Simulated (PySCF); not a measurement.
Input for PySCF: D3(BJ) and D4 dispersion corrections on C3H9B (SMILES BC(C)C), a point of a torsion scan.

```python
from pyscf import gto
from pyscf.dispersion import dftd3, dftd4

mol = gto.M(
    atom='''
    B    -0.29523793    1.56733515    0.21752016
    C     0.05701236    0.02839715    0.31536307
    C     1.58080034   -0.17504176    0.30068366
    C    -0.51161364   -0.56851755    1.61308013
    H    -0.93306924    1.99285624   -0.66478580
    H     0.09380540    2.29115805    1.04936161
    H    -0.35704465   -0.54945518   -0.51780760
    H     1.82255893   -1.23421572    0.37626176
    H     2.04377649    0.34423762    1.13677739
    H     2.01054231    0.21018179   -0.62166919
    H    -0.09944154   -0.05873656    2.48097328
    H    -0.26297940   -1.62634364    1.68437955
    H    -1.59467463   -0.46807770    1.63950671
    ''',
    basis='def2-svp',
    charge=0, spin=0, verbose=0, max_memory=1800)
d3, d4 = {}, {}
for xc in ['hf', 'pbe', 'blyp', 'revpbe', 'tpss', 'r2scan', 'b3lyp', 'pbe0', 'bhlyp', 'camb3lyp', 'b2plyp']:
    d3[xc] = float(dftd3.DFTD3Dispersion(mol, xc=xc, version='d3bj', atm=False).get_dispersion()['energy'])
    print(f'D3(BJ) {xc:10s} {d3[xc]:14.8f} Eh')
for xc in ['hf', 'pbe', 'blyp', 'revpbe', 'tpss', 'r2scan', 'b3lyp', 'pbe0', 'bhlyp', 'camb3lyp', 'b2plyp']:
    d4[xc] = float(dftd4.DFTD4Dispersion(mol, xc={'camb3lyp': 'cam-b3lyp'}.get(xc, xc), atm=True).get_dispersion()['energy'])
    print(f'D4     {xc:10s} {d4[xc]:14.8f} Eh')
```

Output:

```
D3(BJ) hf            -0.06574637 Eh
D3(BJ) pbe           -0.00865261 Eh
D3(BJ) blyp          -0.01778798 Eh
D3(BJ) revpbe        -0.02241711 Eh
D3(BJ) tpss          -0.01067723 Eh
D3(BJ) r2scan        -0.00239520 Eh
D3(BJ) b3lyp         -0.01443722 Eh
D3(BJ) pbe0          -0.00728077 Eh
D3(BJ) bhlyp         -0.01090436 Eh
D3(BJ) camb3lyp      -0.00625389 Eh
D3(BJ) b2plyp        -0.00645308 Eh
D4     hf            -0.02976756 Eh
D4     pbe           -0.00777257 Eh
D4     blyp          -0.01752001 Eh
D4     revpbe        -0.02723441 Eh
D4     tpss          -0.01052936 Eh
D4     r2scan        -0.00196230 Eh
D4     b3lyp         -0.01237909 Eh
D4     pbe0          -0.00647667 Eh
D4     bhlyp         -0.00845364 Eh
D4     camb3lyp      -0.00642487 Eh
D4     b2plyp        -0.00541872 Eh
```

The run finished.

Cost: around 0.020 core-seconds (rough).
